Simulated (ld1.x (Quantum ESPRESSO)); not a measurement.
# Si (Z = 14), TM: configuration errors across variants

ld1.x (Quantum ESPRESSO) 7.5 input, shortened:

```
&input
   title='Si', zed=14., rel=1, dft='BLYP', iswitch=3,
   config='[Ne] 3s2 3p2'
 /
 &inputp
   pseudotype=2, tm=.true., lloc=0,
   nlcc=.true., new_core_ps=.true., rcore=1.10
 /
2
3P  2  1   2.00   0.00  1.50  1.50  0.0
3S  1  0   2.00   0.00  1.40  1.40  0.0
 &test
   configts(1)='3s2 3p2'
 /
```

All-electron excitation energies from the reference (eV): (1) 3s2 3p1 7.589; (2) 3s2 3p0 23.479; (3) 3s1 3p0 57.483; (4) 3s0 3p4 13.875; (5) 3s1 3p2 15.044; (6) 3s1 3p3 6.852; (7) 3s2 3p2.3 -0.885.

3 further variants failed, have other tests or another functional or relativity, and are left out.

A true bound ghost makes a file unfit for plane-wave use even where its test errors are small: the radial tests pick states by their node count and pass the ghost by.

Errors AE − PS in meV (a dash: test not solved or not reliable):

| change | (1) | (2) | (3) | (4) | (5) | (6) | (7) | bound ghosts |
| --- | --- | --- | --- | --- | --- | --- | --- | --- |
| base | +3.1 | +17 | +47 | +1.9 | +7.7 | +0.3 | +0.2 | none |
| all radii but the core radius scaled by about 0.86 (s 1.20, p 1.28 bohr) | +5.1 | +24 | +57 | +8.4 | +15 | +1.8 | +0.2 | none |
| local potential all-electron potential smoothed inside 1.15 bohr (lloc = -1) | +5.0 | +34 | +108 | +1.9 | +11 | +0.8 | +0.2 | none |
| type RRKJ | +3.0 | +17 | +49 | +1.0 | +7.4 | +0.1 | +0.2 | none |
| core correction Bessel-smoothed model core inside 1.40 bohr | +3.3 | +19 | +70 | +6.0 | +9.6 | +1.3 | +0.2 | none |
| wave 3s (bound): rc 1.40 bohr becomes 3s (bound): rc 0.96 bohr | +14 | +63 | +426 | -2.9 | +69 | +6.7 | +0.6 | s (extra level of the local part) |

(1) Give the same row for: wave 3p (bound): rc 1.50 bohr becomes 3p (bound): rc 1.60 bohr.

Answers

(1) +3.0, +17, +51, -0.5, +6.9, -0.2, +0.2; bound ghosts: none.
